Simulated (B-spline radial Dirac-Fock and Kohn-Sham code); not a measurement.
The computed values come from a radial atomic solver: Dirac-Fock densities.

**Question.** This computed X-ray form factor belongs to an atom or ion in its tabulated ground configuration. Which?

```
sin θ/λ (Å⁻¹)      f₀
         0.07  25.978
         0.11  25.946
         0.14  25.912
         0.38  25.362
         0.47  25.033
         0.58  24.547
         0.87  22.886
         1.31  19.650
         2.97   8.801
```

**Answer.** Ir⁵¹⁺, with 26 electrons in [Ar] 3d8. f₀ tends to the number of electrons as s goes to zero, which the first rows give only roughly, and the rate of fall reflects the nuclear charge, 77.
